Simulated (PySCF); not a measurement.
Input for PySCF: R-B3LYP/6-31G* on CH4S (SMILES CS) with ghost functions, monomers drawn apart or pushed together.

```python
from pyscf import gto, scf, dft, mp
from pyscf.data.elements import chemcore

mol = gto.M(
    atom='''
    C    -0.72359240   -1.43319239    5.71962010
    S    -0.77343622    0.35932181    6.05083480
    H    -0.31552644   -1.97526082    6.56948382
    H    -1.75716774   -1.74028905    5.56922853
    H    -0.15640062   -1.64606541    4.81597072
    H     0.54611691    0.53296924    6.23155109
    ghost-S    0.59624197    0.39125548    0.22883725
    ghost-H    0.16097036    0.80605790    1.43809472
    ghost-H   -0.63877004    0.04382232   -0.16652665
    ''',
    basis='6-31g*',
    cart=True,
    charge=0, spin=0, verbose=3, max_memory=1800)
mf = dft.RKS(mol, xc='b3lyp')
mf.conv_tol = 1e-8
mf.max_cycle = 100
mf.kernel()
if not mf.converged:
    mf = mf.newton().run(mf.mo_coeff, mf.mo_occ)
```

It printed:

```
converged SCF energy = -438.698208442227
```

Self-consistency was reached.

Cost: about 1.4 core-seconds (a rough figure).
